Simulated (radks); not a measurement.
The selenium anion Se2-, [Kr], held by a Watson sphere: a shell of charge +1.73 at radius R that stands for the Madelung well of a crystal (potential energy -1.73/R inside, -1.73/r outside, in hartree with lengths in bohr). Calculated with a radial shooting solver on a logarithmic mesh with Libxc functionals: scalar-relativistic Kohn-Sham, r2SCAN, spin-polarised, spherical densities, finite nucleus; meta-GGA in the generalised Kohn-Sham scheme; Fermi nuclear charge, rms radius of each element as measured or else 0.836 A^(1/3) + 0.57 fm.

R (bohr),e(3d) (eV),e(4s) (eV),e(4p) (eV),<r> 4p (bohr),sum of <r^2> (bohr^2),X-ray form factor at sin(theta)/lambda = 0.2 1/angstrom
2.44,-50.109,-16.051,-5.558,2.375,56.30,27.074
2.45,-50.099,-16.029,-5.544,2.377,56.40,27.070
4.06,-48.891,-13.425,-3.374,2.707,70.54,26.863
4.51,-48.575,-12.952,-2.883,2.777,74.13,26.864
5,-48.254,-12.520,-2.417,2.846,77.96,26.871
